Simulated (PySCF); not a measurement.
## Excited states of Si⁴⁺ (silicon, charge +4)

Ground state [Ne], ¹S. All numbers are calculated (PySCF 2.14, no relativity, point nucleus, in def2-TZVPPD with one added diffuse shell each of s, p, d type (7s6p5d1f, 57 functions)). Vertical excitation energies in eV without spin-orbit coupling; excited terms of each kind are numbered among those the solver found. Frozen: 1s2.

```tsv
term	leading excitation	EOM-EE-CCSD
1 3P°	2p → s	104.09
1 1P°	2p → s	104.97
1 3S	2p → p	111.70
1 3D	2p → p	113.35
1 1D	2p → p	114.03
1 1P	2p → p	114.21
1 3P	2p → p	114.23
1 1S	2p → p	118.71
2 3P°	2p → d	126.15
1 3F°	2p → d	126.63
1 1F°	2p → d	126.89
1 1D°	2p → d	127.26
2 3S	2p → p	138.84
2 1D	2p → p	139.66
```

The solver can miss terms.
